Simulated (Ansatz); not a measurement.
Br$_{2}$H$_{2}$HfO$_{2}$, SMILES `[OH][Hf]([OH])([Br])[Br]`, 7 atoms. Total charge 0; spin multiplicity 1. Correlated methods include outer-core shells of Br, Hf, which these sets cover unevenly. Scalar relativity is left out up to krypton. Hf takes the def2 core potential. All runs use 4 threads of an Arm Neoverse V2 on a shared host. Correlated methods freeze the cores.

(1) How many basis functions does each run have, and how long does it take in Ansatz? RKS PBE-QIDH (frozen core)/def2-TZVPP energy; RHF-CCSD(T)/def2-TZVPP energy; RKS B2PLYP (frozen core)/def2-TZVPP energy; RKS B97M-V/def2-TZVPP energy; direct RPA on PBE orbitals/def2-TZVPP energy; RKS PBE0-D4/def2-TZVP relaxation (11 steps); RKS HSE06 (plane-wave form)-D4/def2-TZVPP energy; RKS PBE0-D4/def2-QZVPP energy; RKS ωB97M-V/def2-SVP energy; RKS ωB97M-V/def2-QZVPP energy; RKS PBE0-D4/def2-SVP energy; RHF-MP2/def2-QZVPP energy. (An estimate is asked.)

## Answers

(1) The calculation gave: Other jobs shared the machine, so times are rough.

```tsv
level	job	functions	wall time	peak host memory (GiB)
RKS PBE0-D4/def2-SVP	energy	134	2.4 s	0.47
RKS HSE06 (plane-wave form)-D4/def2-TZVPP	energy	242	6 s	1
direct RPA on PBE orbitals/def2-TZVPP	energy	242	9 s	0.68
RKS B2PLYP (frozen core)/def2-TZVPP	energy	242	9 s	0.75
RKS PBE-QIDH (frozen core)/def2-TZVPP	energy	242	9.5 s	0.75
RKS ωB97M-V/def2-SVP	energy	134	11 s	0.55
RKS PBE0-D4/def2-QZVPP	energy	433	14 s	2.1
RKS B97M-V/def2-TZVPP	energy	242	16 s	0.5
RHF-MP2/def2-QZVPP	energy	433	26 s	2.4
RKS ωB97M-V/def2-QZVPP	energy	433	30 s	2.5
RKS PBE0-D4/def2-TZVP	relaxation (11 steps)	210	67 s	0.77
RHF-CCSD(T)/def2-TZVPP	energy	242	8.8 min	5.9
```
